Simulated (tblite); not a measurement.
BrH3Si.
SMILES: `[SiH3]Br`

Method: GFN2-xTB as coded in tblite; computed harmonic values from a numerical Hessian at the method's own geometry, unscaled. The method is semi-empirical: single wavenumbers can be off by several per cent or more. Modes of hydrogen on silicon can be 10 to 20 % off.

Harmonic wavenumbers (cm⁻¹): 429.7, 558.9, 559.5, 776.8, 778.9, 791.0, 2352.5, 2353.7, 2362.6.

A = 85315, B = 4360, C = 4359 MHz; mass 109.919 u (most abundant isotopes); point group C3v, symmetry number 3.

What is the zero-point energy?

Half the sum of the wavenumbers: 5482 cm⁻¹ = 15.67 kcal/mol.

What is S at 500 K and 1 bar for an ideal gas of classical rigid rotors and harmonic oscillators?

Translation 42.59, rotation 22.17, vibration 6.47: S = 71.2 cal/(mol K).

And Cp and H(500 K) − H(0)?

Cp = 17.20 cal/(mol K), of which vibrations give 9.26 (their classical limit is 9 R = 17.9); H(500 K) − H(0) = 6.09 kcal/mol without the zero-point energy, 2.12 from vibrations.

What must be added to the electronic energy to get the Gibbs energy at 500 K and 1 bar?

ZPE + [H(500 K) − H(0)] − T·S = 15.67 + 6.09 − 35.62 = -13.86 kcal/mol.

How do the functions run with temperature in this model?

```csv
T (K),S (cal/(mol K)),Cp (cal/(mol K)),H − H(0) (kcal/mol),G − H(0) (kcal/mol),ln q(vib)
150,55.5,9.2,1.23,-7.09,0.03
250,60.9,12.3,2.31,-12.93,0.20
298.15,63.2,13.6,2.94,-15.92,0.34
400,67.6,15.7,4.44,-22.58,0.71
600,74.5,18.4,7.87,-36.81,1.56
900,82.4,20.9,13.78,-60.41,2.83
```

q(vib) and H(0) count from the zero-point level.

Which modes carry the vibrational entropy at 500 K?

429.7 cm⁻¹: 1.69; 558.9 cm⁻¹: 1.24; 559.5 cm⁻¹: 1.24; 776.8 cm⁻¹: 0.76; 778.9 cm⁻¹: 0.75; 791.0 cm⁻¹: 0.73 cal/(mol K); the other 3 give 0.05 together.
